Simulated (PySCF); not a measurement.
Compound: C5H6F3O2 (doublet state).
Atom-mapped SMILES: `[CH3:1][C:2](=[O:3])[O:4][C@H:5]([F:6])[CH:7][CH:8]([F:9])[F:10]` (hydrogens: H11, H12, H13 on C1; H14 on C5; H15 on C7; H16 on C8)

Structure used (GFN2-xTB), in Å, numbered top down from 1:
```xyz
16
C5H6F3O2 angstrom
C      2.4283    0.2453    1.0718
C      1.4667   -0.6505    0.3558
O      1.4193   -1.8430    0.4091
O      0.5897    0.0921   -0.3764
C     -0.3836   -0.6042   -1.1115
F      0.0619   -0.7512   -2.3985
C     -1.6662    0.1138   -1.0938
C     -2.1445    0.7519    0.1482
F     -1.7858    0.0501    1.2576
F     -3.4956    0.8446    0.1674
H      3.2460   -0.3434    1.4753
H      2.7993    1.0080    0.3932
H      1.9007    0.7383    1.8862
H     -0.4503   -1.6379   -0.6999
H     -2.2410    0.2134   -1.9944
H     -1.7523    1.7818    0.2938
```

The hyperfine couplings belong to this conformer and change with its torsions.

Level of theory: PySCF, UKS B3LYP, pcH-1 on C F H O, non-relativistic, mean-field spin-orbit, GIAO. Isolated species at its GFN2-xTB geometry (one conformer only). The geometry wasn't refined by DFT: couplings that depend on bond lengths, twists or pyramidal angles can differ widely from those at the functional's own minimum. No stability test was run, so a lower SCF solution isn't excluded.

The largest Mulliken spin population is on C7 (+1.02). The angles at C7 add up to 359.9°, so it is planar; its axial dipolar tensor and the negative coupling of its proton fit spin in a p orbital normal to that plane.

(1) Find Q in a(H) = Q·ρ(C) for the protons on the planar carbons that carry spin.

(2) List the C–H protons on four-coordinate carbons next to a three-coordinate spin centre, with their couplings and θ (C–H bond against the normal to the plane of the centre's neighbours, projected along the bond that joins the two).

Answers

(1) 
```tsv
H	C	ρ(C)	a(H) (G)	a/ρ (G)
H15	C7	+1.020	-23.50	-23.0
```

One proton gives one ratio, Q = -23.0 G, and no test of linearity. In McConnell's picture π spin on carbon polarises the C–H bond and leaves opposite spin at the proton, which makes Q negative, as found here.

(2) 
| β H | on | centre | θ (°) | cos²θ | a (G) |
| --- | --- | --- | --- | --- | --- |
| H14 | C5 | C7 | 11 | 0.97 | +41.10 |
| H16 | C8 | C7 | 3 | 1.00 | +33.85 |

Couplings in gauss use g_iso = 2.0022.

On an Arm Neoverse V1 with one thread, no GPU (shared host), this took 1.7 min wall (with the writing of density and orbital grids) and 1.1 GiB of memory at its peak.
